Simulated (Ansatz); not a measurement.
System: CH$_{3}$Mg, net charge 0, doublet state. It need not be the lowest isomer of its formula. 
Geometry from a B3LYP-D3(BJ)/def2-TZVP (Ansatz, an electronic-structure program) optimisation:
```xyz
5

Mg    -0.6872    -0.3966    -0.5519
C      0.8270     0.4772     0.6641
H      1.3509    -0.2981     1.2286
H      0.3829     1.1853     1.3681
H      1.5509     1.0082     0.0409
```
Charge 0, spin multiplicity 2.

Parts of the frozen-core correlation energy in def2-SVP (Ansatz, hartree). Frozen orbitals: 6; correlated occupied orbitals by spin: 5 and 4; virtual: 36 and 37. UHF or UKS for open shells. Spin-orbit coupling is left out. Non-relativistic.

| term | value |
|---|---|
| reference (HF) | -239.08851 |
| MP2 opposite-spin | ___ |
| MP2 same-spin | -0.03516 |
| CCSD correlation | ___ |
| (T) | ___ |
| CCSDT minus CCSD(T) | -0.00059 |
| CCSDT(Q) minus CCSD(T) | -0.00088 |
| T1 diagnostic | 0.015 |
| largest doubles amplitude | 0.043 |
| <S^2> of the reference | 0.761 |

### Question
What belongs in the gaps?

### Answer

- MP2 opposite-spin, value: -0.13324
- CCSD correlation, value: -0.18946
- (T), value: -0.00536
